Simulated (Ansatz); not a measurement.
`[SiH3][Sn]([Cl])([Cl])[Cl]` + `NBF` → `FBN[SiH3]` + `[Cl][SnH]([Cl])[Cl]` at 700 K and 1 bar (cleavage of the Si–Sn bond).

Program: Ansatz. Geometries: PBE0-D4/def2-TZVP. ΔE: electronic, gas phase. CCSD(T)/CBS is the MP2 limit (def2-TZVPP, def2-QZVPP) plus CCSD(T) − MP2 in def2-TZVPP, frozen cores. This one scheme is used for every species. def2 core potentials past Kr. For Sn outer-core shells are correlated without core-valence functions, which leaves a few kJ/mol of doubt a bond. Each species was taken in one conformer, which may not be the lowest.

| species | CCSD(T)/CBS energy (Eh) | H − E (kJ/mol) | S (J/(mol·K)) |
| --- | --- | --- | --- |
| `[SiH3][Sn]([Cl])([Cl])[Cl]` | -1884.38944 | 158.8 | 535.3 |
| `NBF` | -181.19761 | 153.7 | 318.4 |
| `FBN[SiH3]` | -471.49367 | 218.0 | 416.5 |
| `[Cl][SnH]([Cl])[Cl]` | -1594.09169 | 84.4 | 425.1 |

H − E and S are ideal-gas, rigid-rotor, harmonic terms from PBE0-D4/def2-TZVP, for one conformer and one mirror image of each species. 1 Eh = 2625.50 kJ/mol, R = 8.31446 J/(mol·K).

Problem. By hand: ΔE, ΔH, ΔS and ΔG.

Solution. ΔE = (-471.49367) + (-1594.09169) − (-1884.38944) − (-181.19761) = 0.00169 Eh = 4.4 kJ/mol. Δ(H − E) = 218.0 + 84.4 − 158.8 − 153.7 = -10.1, so ΔH = -5.7 kJ/mol. ΔS = 416.5 + 425.1 − 535.3 − 318.4 = -12.1 J/(mol·K). ΔG = -5.7 − 700 × (-12.1)/1000 = 2.8 kJ/mol.

Problem. By hand: the equilibrium constant, and the temperature at which ΔG would vanish if ΔH and ΔS stayed fixed.

Solution. log₁₀ K = −ΔG/(RT ln 10) = -0.2. ΔG = 0 at ΔH/ΔS = 471 K, though so small a ΔH makes that figure unsure.

TΔS isn't small against ΔH here. The sign of ΔG lies within the doubt. A doubt of 5 kJ/mol in ΔE shifts log₁₀ K by 0.4 here. Other conformers and mirror images would add mixing entropy, several J/(mol·K) or more a flexible species. These are equilibria of isolated gas molecules and say nothing of rates. Largest T1 diagnostic: 0.012 (customary marks: 0.02 for closed shells, 0.045 for open ones).
